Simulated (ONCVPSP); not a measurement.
## niobium (Nb), ONCV: configuration errors across variants

ONCVPSP 4.0.1 input, shortened (lines: element, Z, core and valence counts, functional; n l f; lmax; l rc ep ncon nbas qcut; lloc lpopt rc5 dvloc0; l nproj debl; icmod fcfact rcfact), Wu-Cohen, scalar-relativistic:

```
  Nb 41.00    6    3  -118130      upf
    1    0    2.00
    2    0    2.00
    2    1    6.00
    3    0    2.00
    3    1    6.00
    3    2   10.00
    4    0    2.00
    4    1    6.00
    4    2    2.00
    2
    0    1.80    0.00    4    7    7.60
    1    1.30    0.00    5   10    5.30
    2    1.95    0.00    3    7    8.20
    4    5    0.80    4.00
    0    2    1.70
    1    2    1.00
    2    2    2.00
    3    4.25    1.60
```

In the s channel the program set the typed energies aside and used -3.268, 0.050 Ha. In the p channel the program set the typed energies aside and used -2.375, 0.250 Ha.

All-electron excitation energies from the reference (eV): (1) 4s2 4p6 4d4 5s1 -45.347; (2) 4s2 4p6 4d4 -38.711; (3) 4s2 4p6 4d3 -24.695; (4) 4s1 4p6 4d4 5s1 18.668.

1 further variants failed, have other tests or too few solved ones, and are left out.

A true bound ghost makes a file unfit for plane-wave use even where its test errors are small: the radial tests pick states by their node count and pass the ghost by.

Errors AE − PS in meV (a dash: test not solved or not reliable):

| change | (1) | (2) | (3) | (4) | bound ghosts | GHOST(+) flags above zero |
| --- | --- | --- | --- | --- | --- | --- |
| base | +22 | +1.2 | +1.3 | -129 | s | p |
| core correction Teter function, fcfact 4.25, rcfact 1.56 | – | +1.7 | +1.6 | -129 | s | p |
| core correction none | -5.4 | +3.6 | +2.4 | -100 | s | p |
| s: qcut 8 | -4.2 | +1.1 | +1.3 | -117 | s | p |
| core correction Teter function, fcfact 1, rcfact 1.6 | -15 | +2.9 | +2.1 | -116 | s | p |
| s: nproj 3 | +3.3 | +1.0 | +1.3 | -128 | none | s, p |

Q: Give the same row for: local potential polynomial inside 0.80 bohr (lpopt 5, dvloc0 1.5 Ha).

A: +2.7, +1.5, +1.4, -122; bound ghosts: s; GHOST(+) flags above zero: p.
